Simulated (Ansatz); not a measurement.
Two isomers of C3H4BF: A = `C=C1BC1F`, B = `FC1=CCB1`.

Program: Ansatz. Geometries: PBE0-D4/def2-TZVP. ΔE: electronic, gas phase. CCSD(T)/CBS is the MP2 limit (def2-TZVPP, def2-QZVPP) plus CCSD(T) − MP2 in def2-TZVPP, frozen cores. Functionals use def2-TZVPP.

Q: Which is lower in electronic energy at CCSD(T)/CBS, and by how much? (An estimate is asked.)

A: Ansatz gave: B, by 123.3 kJ/mol.

Q: Give E(B) − E(A) in kJ/mol with LDA (SPW92), CCSD/def2-TZVPP, MP2/def2-TZVPP, CCSD(T)/def2-TZVPP, BLYP-D4, PBE0-D4, CCSD(T)/def2-SVP. (An estimate is asked.)

A: Ansatz gave: LDA (SPW92) -127.6, CCSD/def2-TZVPP -125.3, MP2/def2-TZVPP -132.7, CCSD(T)/def2-TZVPP -125.0, BLYP-D4 -98.3, PBE0-D4 -125.8, CCSD(T)/def2-SVP -129.9. None reverses the order clearly.

Q: Does the order hold for the free energy at 298.15 K (harmonic terms from PBE0-D4)? (Estimate.)

A: Computed: Yes: G(B) − G(A) = -114.3 kJ/mol.

Largest T1 diagnostic: 0.014.

At CCSD(T), def2-SVP lies −6.6 kJ/mol from the extrapolated value and def2-TZVPP −1.7 kJ/mol. Leaving LDA and LC-ωPBE aside and taking each functional with its dispersion term where it has one, the values, not all of them listed here, spread over 36.6 kJ/mol, from PBE-QIDH to BLYP-D4. LDA lies −12.1 kJ/mol from PBE without D4.
